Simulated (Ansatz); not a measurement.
Coupled-cluster diagnostics for (LiOH)3 ring (Li3O3H3), Ansatz.

Geometry of the singlet (PBE0-D4/def2-SVP):

```xyz
9

Li   -0.810   -0.056   -1.387
O     0.670    0.890   -1.518
Li    1.381    0.816    0.091
O     0.950    0.064    1.625
Li   -0.571   -0.760    1.295
O    -1.618   -0.957   -0.107
H     1.009    1.347   -2.290
H     1.433    0.097    2.452
H    -2.444   -1.441   -0.161
```

Correlated methods freeze 3 core orbitals; core or outer-core shells of Li are correlated, in sets that lack core-valence functions.

(1) Estimate the CCSD(T) correlation energy, the shares of MP2 and (T), T1 and the reference's ⟨S²⟩ for: charge 0, singlet, own geometry in def2-TZVPP; and the rough time on 4 threads of Arm Neoverse V1 on a shared host.

## Answers

(1) 
| state | basis | correlation (eV) | MP2 share (%) | (T) share (%) | T1 | ⟨S²⟩ (pure) | wall time |
| --- | --- | --- | --- | --- | --- | --- | --- |
| charge 0, singlet, own geometry | def2-TZVPP | -25.622 | 95.4 | 2.8 | 0.011 | 0.00 (0.00) | 58 s |
Customary marks for T1 are 0.02 (closed shells), 0.045 (open shells) and about 0.05 (3d metals). T1 stays under 0.02 throughout.
